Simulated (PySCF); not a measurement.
BBrClH2N.

```xyz
6

B      0.4251     0.5897     0.0000
Cl    -0.7487     1.9060     0.0000
Br    -0.1862    -1.2374     0.0000
N      1.7844     0.8602     0.0000
H      2.4840     0.1300     0.0000
H      2.1453     1.8055     0.0000
```
Charge 0, spin multiplicity 1.

Coordinates come from a PBE0-D3(BJ)/def2-SVP optimisation. Other conformers were not sampled.

Computed with PBE0/pcSseg-1 (PySCF). Non-relativistic, no solvent.

Computed absolute GIAO shielding of each atom: isotropic value and principal components (ppm):
```tsv
atom	σ(iso)	σ11	σ22	σ33	span
B1	62.9	39.8	65.1	83.9	44.1
Cl2	804.4	610.5	864.1	938.7	328.3
Br3	2409.6	2026.4	2409.6	2792.9	766.4
N4	153.8	67.0	180.4	213.9	146.9
H5	27.3	21.2	25.5	35.2	14.0
H6	27.4	21.6	24.4	36.0	14.4
```
